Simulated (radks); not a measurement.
V II, 22 electrons, occupied as [Ar] 3d2 4p2 (not the ground configuration).

Calculated with a radial shooting solver on a logarithmic mesh with Libxc functionals: scalar-relativistic Kohn-Sham, LDA (Slater exchange, Perdew-Wang correlation), spin-polarised, spherical densities, point nucleus; open shells are filled with parallel spins first.

Energy parts (hartree):
total: -946.37800
kinetic: 954.69133
electron-nucleus: -2242.59918
Hartree: 384.23070
exchange-correlation: -42.70085

Orbitals (lengths in bohr, moments of r in powers of bohr; r(90%) holds 90 % of the orbital's charge):
orbital  occ.  eigenvalue (hartree)      <r>  r(90%)
1s up       1             -197.2365  0.06657   0.119
1s down     1             -197.2337  0.06657   0.119
2s up       1             -22.71756   0.3092   0.480
2s down     1             -22.68404   0.3090   0.480
2p up       3             -19.10074   0.2747   0.452
2p down     3             -19.07337   0.2744   0.451
3s up       1              -3.17831   0.9404    1.41
3s down     1              -3.09579   0.9414    1.41
3p up       3              -2.21791   0.9987    1.53
3p down     3              -2.13614   0.9998    1.54
3d up       2              -0.75920    1.228    2.08
3d down     0              -0.67619    1.228    2.07
4p up       2              -0.35853    3.293    4.87
4p down     0              -0.28316    3.508    5.28

The highest occupied level is 4p up at -9.756 eV. The configuration is held as typed, so some empty levels lie below it. Summed over all electrons, <r^2> = 38.38 bohr^2, which gives a Langevin (diamagnetic) susceptibility term of -30.4 x 10^-6 cm^3/mol. The density falls to 0.001 e/bohr^3 at r = 4.67 bohr. Spin moment in Bohr magnetons: 4.
